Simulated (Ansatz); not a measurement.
A structure relaxed at PBE0-D4/def2-TZVP, charge 0, multiplicity 1:

```xyz
9

C    -0.5087   -0.5708   -1.4050
Sn    0.3532    0.2383    0.3501
S    -1.0617    0.1076    2.2585
Cl    2.3612   -0.8263    0.8308
Cl    0.9499    2.4576    0.0113
H    -0.7368   -1.6223   -1.2358
H     0.2110   -0.4696   -2.2159
H    -1.4180   -0.0193   -1.6401
H    -0.1501    0.7048    3.0459
```

Question: Give its formula and SMILES.

Answer: CH4Cl2SSn, `[CH3][Sn]([SH])([Cl])[Cl]`.

Question: Point group (tolerance 0.08 Å, 0.16 Å for H)?

Answer: Cs.

Question: Summarise the bond lengths by kind.

Answer: 1 × C–Sn 2.116 Å; 3 × C–H 1.089 Å; 1 × S–Sn 2.379 Å; 2 × Cl–Sn 2.323 Å; 1 × H–S 1.344 Å.

Computed with Ansatz.
